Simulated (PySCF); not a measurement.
Molecule: `CSc1ccccn1`, C₆H₇NS.

Structure with atom numbers: `[CH3:1][S:2][c:3]1[cH:4][cH:5][cH:6][cH:7][n:8]1` (H(Xn): hydrogen on atom n).

Geometry PBE0-D3(BJ)/def2-SVP throughout; GIAO in PySCF 2.14, gas phase, one conformer, non-relativistic; equivalent atoms averaged; functional PBE0.

For orientation, cc-pVDZ gives these absolute shieldings σ: C3 32.7, C5 62.7, C6 79.0, C4 75.6, C1 180.0, S2 522.3, H(C5) 24.02, H(C4) 24.30, H(C1) 29.09 ppm.

A run gave: C3 40.5, C5 69.8, C6 84.0, C4 80.5, C1 182.2, S2 545.4, H(C5) 25.20, H(C4) 25.33, H(C1) 30.28 ppm (absolute shieldings σ).

Which basis set was used in that run?
A. 6-31G
B. def2-SVP
C. 6-31G*
D. 6-311+G(2d,p)
E. STO-3G

Answers

A. S2 tells them apart best: 6-31G gives 545.4, 6-31G* gives 512.8, def2-SVP gives 526.5, STO-3G gives 642.0, 6-311+G(2d,p) gives 447.2 ppm.
